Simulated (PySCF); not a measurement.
**Structure from NMR data**

Molecular formula: C₆H₄ClF. Simulated spectra:

¹H NMR (300 MHz, computed): δ 7.58 (m, 1H), 7.37 (m, 1H), 7.36 (d, 1H), 7.20 (m, 1H).

¹³C{¹H} NMR (computed): δ 173.0 (C), 147.4 (C), 136.0 (CH), 130.2 (CH), 122.8 (CH), 119.3 (CH).

How the numbers were obtained: NMR shieldings at PBE0/pcSseg-1/GIAO, geometry: GFN2-xTB, in PySCF 2.14.0 with density-fitted response routines (gas phase, no relativistic terms, single conformer).

Scale: ¹H, ¹³C vs TMS (reference shieldings calculated alike).

**Question.** Deduce the structure.

**Answer.** 
1. Rings plus π bonds: 4 (1 ring in the answer).
2. 6 carbon signals for 6 carbons: no two carbons are equivalent.
3. Carbon types of the structure: 2 × C, 4 × CH, which accounts for all hydrogens.
4. δC 173.0: aromatic carbon bearing fluorine; an ipso carbon deshielded by its heteroatom.
5. δC 147.4: aromatic carbon bearing chlorine.
6. δC 136.0, 130.2, 122.8, 119.3: aromatic CH.
7. δH 7.58, 7.37, 7.36, 7.20: hydrogen on an aromatic CH; the ring current deshields protons in the ring plane.

The compound is `Fc1cccc(Cl)c1`.

This is the structure that produced the data.

Carbons that carry Cl, above all several Cl atoms, come out too deshielded, partly because spin–orbit coupling is missing. Splittings by ¹⁹F in the carbon and heteronuclear signals aren't shown, as no couplings were computed. Shifts are as computed. Against solution values, carbons near 30 ppm lie about +3 ppm off and those near 130 ppm about +5 ppm; carbons on Cl a further +6 ppm. Of 1211 compounds with measured shifts, 218 miss one by over three times the rms of a fit or turn the order of signals round; such compounds aren't used in these exercises. Multiplicities follow the n + 1 count of equivalent neighbours, as no J values were calculated; m marks all less simple cases, F and P coupling included.
